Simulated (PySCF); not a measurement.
# A ladder of Hamiltonians for Tc³⁷⁺ (technetium, charge +37)

Occupied: 1s1/2, 2s1/2, 2p1/2. Hartree-Fock calculated with PySCF 2.14 in an even-tempered Gaussian basis (19 s from 5.3 bohr⁻², ratio 2.3; 14 p from 6.4 bohr⁻², ratio 2.3), Gaussian nucleus throughout. NR is non-relativistic, sf-X2C the spin-free one-electron X2C Hamiltonian, X2C adds the bare one-electron spin-orbit term, X2C-SNSO screens it by Boettger's factors, DC is four-component Dirac-Coulomb, and the Gaunt and Breit terms are added at first order (total energies over the DC spinors, levels after relaxing the spinors in that mean field). QED terms are absent. Levels marked empty are virtual spinors of this ion.

```tsv
Hamiltonian	E (hartree)
X2C	-2706.7483
X2C-SNSO	-2706.4037
DC	-2707.1205
DC+Gaunt	-2705.3070
DC+Breit	-2705.4007
```

| level (eV) | X2C | X2C-SNSO | DC | DC+Gaunt | DC+Breit |
| --- | --- | --- | --- | --- | --- |
| 1s1/2 | -24032.1 | -24032.7 | -24044.4 | -24007.9 | -24009.1 |
| 2s1/2 | -5496.8 | -5497.0 | -5498.4 | -5494.9 | -5495.2 |
| 2p1/2 | -5378.5 | -5373.9 | -5374.9 | -5367.7 | -5368.6 |
| 2p3/2 (empty) | -5055.0 | -5057.1 | -5057.2 | -5053.6 | -5054.5 |
| 3s1/2 (empty) | -2260.8 | -2260.8 | -2261.1 | -2260.2 | -2260.3 |

Task: How large are the two-electron picture-change error of X2C and the Breit correction in the total energy?

Result: X2C-1e lies 0.3722 hartree above Dirac-Coulomb; Gaunt adds 1.8136 and the full Breit term 1.7198 hartree.

Weight of the small component: 1s1/2 0.0248, 2s1/2 0.00564, 2p1/2 0.00561, 2p3/2 0.00536, 3s1/2 0.00226.

Koopmans' value for the highest occupied level at DC+Breit: 5368.6 eV, against an ionisation energy of 5361 ± 6 eV (semi-empirical (NIST evaluation); NIST Atomic Spectra Database, ionization energies); the former lacks relaxation, correlation, QED and recoil.

The whole ladder took 92 s of wall time on 1 thread of Intel(R) Xeon(R) Platinum 8488C (shared host), launched as `OMP_NUM_THREADS=1 python relrun2.py TASK.json OUT` (a driver that calls PySCF for each Hamiltonian).

Dirac-Coulomb iterations, started from the X2C spinors:

```
with_ssss True, with_gaunt False, with_breit False
light speed = 137.03599967994
init E= -2700.10263546886
cycle= 1 E= -2707.12045982713  delta_E= -7.02  |g|= 0.624  |ddm|= 0.0432
cycle= 2 E= -2707.12051578589  delta_E= -5.6e-05  |g|= 0.00225  |ddm|= 0.000929
cycle= 3 E= -2707.12051579033  delta_E= -4.44e-09  |g|= 2.72e-05  |ddm|= 1.72e-05
```
